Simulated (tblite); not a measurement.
A structure optimised at GFN2-xTB (Å):
```
atom  x, y, z in Å
C1    -2.834   -0.848   -0.500
C2    -1.524   -0.850    0.279
N3    -0.731    0.315   -0.062
C4    -0.121    0.268   -1.390
C5     1.325    0.725   -1.199
C6     1.580    0.353    0.266
Si7    2.134   -1.456    0.543
N8     0.283    0.555    0.921
C9     0.114    1.891    1.469
H10   -3.469   -1.662   -0.159
H11   -2.653   -0.972   -1.565
H12   -3.353    0.094   -0.346
H13   -1.731   -0.782    1.348
H14   -0.981   -1.793    0.096
H15   -0.674    0.921   -2.070
H16   -0.147   -0.754   -1.792
H17    2.008    0.231   -1.887
H18    1.409    1.805   -1.345
H19    2.312    1.028    0.718
H20    1.466   -2.365   -0.391
H21    1.812   -1.820    1.918
H22    3.575   -1.538    0.280
H23   -0.906    1.977    1.839
H24    0.289    2.690    0.737
H25    0.803    2.012    2.304
```

Charge 0, singlet.

(1) Which heavy atoms are bonded, and with what formal order?

(2) Write the SMILES.

(3) What is the point group of this geometry?

(4) Which rings does it hold (smallest set)?

(5) Describe the place of each heavy atom.

(6) What is the arrangement about C4?

(7) What is the arrangement about C9?

Results:

(1) C1–C2 1.52 Å (single); C2–N3 1.45 Å (single); N3–C4 1.46 Å (single); C4–C5 1.53 Å (single); C5–C6 1.53 Å (single); C6–Si7 1.91 Å (single); C6–N8 1.47 Å (single); N8–C9 1.45 Å (single); N3–N8 1.43 Å (single). Bonds to hydrogen (Å): C1–H10 1.09; C1–H11 1.09; C1–H12 1.09; C2–H13 1.09; C2–H14 1.10; C4–H15 1.09; C4–H16 1.10; C5–H17 1.09; C5–H18 1.09; C6–H19 1.09; Si7–H20 1.47; Si7–H21 1.46; Si7–H22 1.47; C9–H23 1.09; C9–H24 1.10; C9–H25 1.09.

(2) `CCN1CC[C@H]([SiH3])N1C`, C6H16N2Si. Among its features: Si–H bond and C–Si bond.

(3) C1 (no symmetry element, even within 0.4 Å).

(4) N3–C4–C5–C6–N8 (5 members, 0.15 Å rms from planarity).

(5) C1: methyl carbon; C2: sp3 carbon bound to nitrogen; N3: hydrazine nitrogen; C4: sp3 carbon bound to nitrogen; C5: ring CH2 carbon; C6: sp3 carbon bound to nitrogen; Si7: SiH3 silicon; N8: hydrazine nitrogen; C9: N-methyl carbon.

(6) It has 4 neighbours (N3, C5, H15, H16) and is distorted tetrahedral (angles from 105.8° to 112.2°).

(7) It has 4 neighbours (N8, H23, H24, H25) and is distorted tetrahedral (angles from 108.1° to 113.5°).

The numbers are calculated, not measured.
